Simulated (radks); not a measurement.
Spherical quantum dot in the effective-mass picture: electrons in a parabolic well V = omega^2 r^2 / 2 with omega = 0.61, with a point charge +1 (a donor) at the centre, all in effective atomic units (hartree* = m*/eps^2 hartree, bohr* = eps/m* bohr), one dielectric constant everywhere. Method: non-relativistic Kohn-Sham, PBEsol, spin-polarised, spherical densities; computed with a radial shooting solver with Libxc functionals. Levels are named by radial order and angular momentum (1s, 1p, 1d, 2s, ...), and open shells are averaged over m.

N = 24, configuration 1s2 1p6 1d10 2s2 1f(up 4, down 0). This is the lowest configuration that the search found. Occupied and some empty levels:

| level | occupation | eigenvalue (hartree*) | <r> (bohr*) |
|---|---|---|---|
| 1s up | 1 | 8.0544 | 1.838 |
| 1s down | 1 | 8.0613 | 1.785 |
| 1p up | 3 | 8.3931 | 2.874 |
| 1p down | 3 | 8.4189 | 2.830 |
| 2s up | 1 | 8.5683 | 2.725 |
| 2s down | 1 | 8.5947 | 2.741 |
| 1d up | 5 | 8.6692 | 3.289 |
| 1d down | 5 | 8.7033 | 3.264 |
| 1f up | 4 | 8.9729 | 3.583 |
| 1f down | 0 | 9.0114 | 3.571 |
| 2p up | 0 | 9.0604 | 3.032 |
| 2p down | 0 | 9.0833 | 3.047 |
| 1g up | 0 | 9.3067 | 3.823 |
| 1g down | 0 | 9.3474 | 3.820 |
| 2d up | 0 | 9.4571 | 3.388 |
| 2d down | 0 | 9.4812 | 3.395 |

Energy (hartree*): total 124.855, kinetic 12.755, external 36.323, Hartree 84.165, exchange-correlation -8.3879.
